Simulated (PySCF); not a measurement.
Input for PySCF: D3(BJ) and D4 dispersion corrections on CHN3 (a complex), monomers drawn apart or pushed together.

```python
from pyscf import gto
from pyscf.dispersion import dftd3, dftd4

mol = gto.M(
    atom='''
    N     0.06391486    0.32300396   -1.09638648
    N     0.03054041    0.11817665   -0.02597587
    C    -0.08860230   -0.61878227    3.78174220
    N    -0.12381954   -0.83715614    4.90655089
    H    -0.05572830   -0.41428118    2.73375305
    ''',
    basis='def2-svp',
    charge=0, spin=0, verbose=0, max_memory=1800)
d3, d4 = {}, {}
for xc in ['hf', 'pbe', 'blyp', 'revpbe', 'tpss', 'r2scan', 'b3lyp', 'pbe0', 'bhlyp', 'camb3lyp', 'b2plyp']:
    d3[xc] = float(dftd3.DFTD3Dispersion(mol, xc=xc, version='d3bj', atm=False).get_dispersion()['energy'])
    print(f'D3(BJ) {xc:10s} {d3[xc]:14.8f} Eh')
for xc in ['hf', 'pbe', 'blyp', 'revpbe', 'tpss', 'r2scan', 'b3lyp', 'pbe0', 'bhlyp', 'camb3lyp', 'b2plyp']:
    d4[xc] = float(dftd4.DFTD4Dispersion(mol, xc={'camb3lyp': 'cam-b3lyp'}.get(xc, xc), atm=True).get_dispersion()['energy'])
    print(f'D4     {xc:10s} {d4[xc]:14.8f} Eh')
```

The log:

```
D3(BJ) hf            -0.01611605 Eh
D3(BJ) pbe           -0.00170197 Eh
D3(BJ) blyp          -0.00348293 Eh
D3(BJ) revpbe        -0.00436825 Eh
D3(BJ) tpss          -0.00210070 Eh
D3(BJ) r2scan        -0.00051525 Eh
D3(BJ) b3lyp         -0.00283612 Eh
D3(BJ) pbe0          -0.00145012 Eh
D3(BJ) bhlyp         -0.00216316 Eh
D3(BJ) camb3lyp      -0.00128181 Eh
D3(BJ) b2plyp        -0.00128083 Eh
D4     hf            -0.00531016 Eh
D4     pbe           -0.00136294 Eh
D4     blyp          -0.00300361 Eh
D4     revpbe        -0.00479954 Eh
D4     tpss          -0.00182679 Eh
D4     r2scan        -0.00039108 Eh
D4     b3lyp         -0.00213449 Eh
D4     pbe0          -0.00115130 Eh
D4     bhlyp         -0.00147372 Eh
D4     camb3lyp      -0.00115038 Eh
D4     b2plyp        -0.00095311 Eh
```

The run finished.

Cost: roughly 0.020 core-seconds.
